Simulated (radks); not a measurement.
Q: Ionisation of the calcium ion Ca4+, [Ne] 3s2 3p4, to [Ne] 3s2 3p3 as the strength of local exchange is varied. Calculated with a radial shooting solver on a logarithmic mesh with Libxc functionals: non-relativistic Kohn-Sham, Slater X-alpha exchange (alpha = 2/3 is LDA exchange), no correlation, spin-unpolarised, spherical densities, point nucleus.

alpha  E(Ca4+) (hartree)  exchange (hartree)  IE (eV)  -e of the level emptied (eV)  <r> of it (bohr)
0.585         -665.47099           -27.17854   82.828                   73.607 (3p)             1.177
0.647         -668.35619           -30.15792   84.429                   75.166 (3p)             1.168
0.667         -669.28892           -31.12305   84.948                   75.673 (3p)             1.165
0.811         -676.03371           -38.13019   88.738                   79.372 (3p)             1.145
0.966         -683.35084           -45.78678   92.914                   83.455 (3p)             1.124
?             -680.08622           -42.36375   91.043                   81.625 (3p)             1.133

Which alpha was used in the last row?

A: alpha = 0.897. NIST Atomic Spectra Database: 84.3 eV (semi-empirical). The Delta-SCF value meets it near alpha = 0.64. Spin polarisation and multiplet splitting are left out, so open shells lie too high by an amount that depends on their filling.

Beside tabulated values, note that spin-unpolarised runs miss the spin-polarisation part of the exchange energy of open shells.
